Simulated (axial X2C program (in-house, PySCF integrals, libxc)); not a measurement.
Potential curves of TaBr, without spin–orbit coupling

Computed with an in-house all-electron X2C program for linear molecules (integrals from PySCF). Spin-free means the one-electron spin-free X2C Hamiltonian. Basis: Ta dyall-v3z [13s14p9d7f2g], Br dyall-v3z [8s9p6d1f] (cores contracted in-house); Gaussian nuclei, density fitting, unrestricted open shells. Masses: Ta 180.948 u, Br 78.918 u.

State: M_S = 2, Λ = 1 (beyond evenly filled blocks: σα, π+α, δ+α, δ-α). Energies in kJ/mol from the fragments at the same level (Ta + Br). Fits are polynomials in 1 − R0/R over 0.85 to 1.23 times the lowest point R0.

```json
{"R (Å)": "2.2122", "TPSS": "-353.43"}
{"R (Å)": "2.2851", "TPSS": "-376.85"}
{"R (Å)": "2.3581", "TPSS": "-388.55"}
{"R (Å)": "2.4310", "TPSS": "-391.43"}
{"R (Å)": "2.5161", "TPSS": "-386.71"}
{"R (Å)": "2.6012", "TPSS": "-375.81"}
{"R (Å)": "2.7106", "TPSS": "-355.95"}
{"R (Å)": "2.8443", "TPSS": "-326.64"}
```

One determinant describes the state; a PBE0 search over occupations chose it and may have missed a lower one. Dissociation energies refer to the lowest single-determinant-based atoms at the same level and basis. PBE0 can misorder states that lie within some tenths of an eV, so this need not be the ground state of the molecule. The nearest other spin-free determinant of the search, M_S = 1, Λ = 0, lies 0.19 eV up at the distance of the search. The functionals have no current-density term, which raises determinants with orbital currents, atoms included. Spin-free De lacks the spin–orbit lowering of the heavy p-block atom, a tenth of an eV or more for 4p and 5p, up to an eV for 6p and one to two eV for 7p atoms, less what an open-shell molecule gains itself.

**Question.** Fit the TPSS curve near its minimum: give the equilibrium distance, the harmonic wavenumber and the well depth.

**Answer.** At TPSS, spin-free: Re = 2.423 Å, ωe ≈ 254 cm⁻¹, De = 4.06 eV to Ta + Br; Be follows as 0.0522 cm⁻¹.
